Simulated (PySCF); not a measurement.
Computed shifts of a molecule C₂H₉FSi₂, PySCF with PBE/pcSseg-1, GIAO, gas phase, atoms alike by connectivity averaged where their shifts nearly agree, in ppm (number of nuclei): ¹³C: 14.5 (1), 8.0 (1). ²⁹Si: 11.8 (1), -71.4 (1). ¹⁹F: -249.6 (1). ¹H: 5.62 (1), 5.41 (1), 4.16 (3), 1.64 (3), 1.04 (1). References: ¹³C against TMS (σ = 182.0 ppm); ²⁹Si against TMS (σ = 335.4 ppm); ¹⁹F against CFCl3 (σ = 133.6 ppm); ¹H against TMS (σ = 31.49 ppm), references at their B3LYP-D3(BJ)/def2-TZVP geometries, non-relativistic. Geometry: PBE0-D3(BJ)/def2-SVP. The values are those of a single conformer.

Problem. Identify the compound among the candidates.
(A) C[C@H]([SiH3])[SiH2]F
(B) F[SiH2]CC[SiH3]
(C) C[SiH2]C[SiH2]F
(D) C[Si@H]([SiH3])CF

Solution. A, C[C@H]([SiH3])[SiH2]F
